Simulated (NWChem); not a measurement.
System: C₂H₅BCl₂; SMILES CCB(Cl)Cl

Input file for NWChem:

```
start job
memory heap 200 mb stack 900 mb global 1100 mb
geometry units angstroms noautoz
  B     -0.101504     0.196041     0.003315
  Cl     1.598370    -0.239606     0.001762
  Cl    -0.499977     1.908506    -0.001315
  C     -1.240461    -0.873870     0.011792
  C     -0.837460    -2.341915    -0.011031
  H     -1.902809    -0.627836    -0.840040
  H     -1.866275    -0.646292     0.896288
  H     -0.214195    -2.601880     0.857901
  H     -0.251863    -2.584608    -0.910682
  H     -1.718581    -3.000863     0.001120
end
basis spherical
  * library sto-3g
end
dft
  xc xtpss03 ctpss03
  iterations 150
  mulliken
end
task dft energy
```

Geometry: optimised at PBE0/def2-SVP.

**Question.** Give the results of this calculation. (TPSS/STO-3G.) Quantities: basis functions; energy (Ha); highest occupied level (eV); orbital gap (eV); dipole (D).

**Answer.** 
```json
{
  "number_of_basis_functions": "38",
  "energy (Ha)": "-1013.37",
  "highest occupied level (eV)": "-6.05",
  "orbital gap (eV)": "5.96",
  "dipole (D)": "1.75"
}
```
